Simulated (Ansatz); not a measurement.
H₆O₂Si₂Sn (`[SiH3][O][Sn][O][SiH3]`), charge 0, multiplicity 1.

(1) Give a relaxed structure at PBE0-D4/def2-TZVP (the Gaussian-basis code of Ansatz). (An estimate is asked.)

## Answers

(1) The calculation gave: 
Z-matrix (Å, degrees):
```
Si
O 1 1.633
H 1 1.490 2 111.2
H 1 1.488 2 110.7 3 -120.5
H 1 1.488 2 109.5 3 119.6
Sn 2 1.972 1 147.5 3 28.0
O 6 1.972 2 98.4 1 9.8
Si 7 1.632 6 148.4 2 10.1
H 8 1.488 7 109.5 6 146.6
H 8 1.488 7 110.7 6 -93.6
H 8 1.490 7 111.2 6 27.0
```
Point group C2.
This is one stationary point; other conformers may exist.
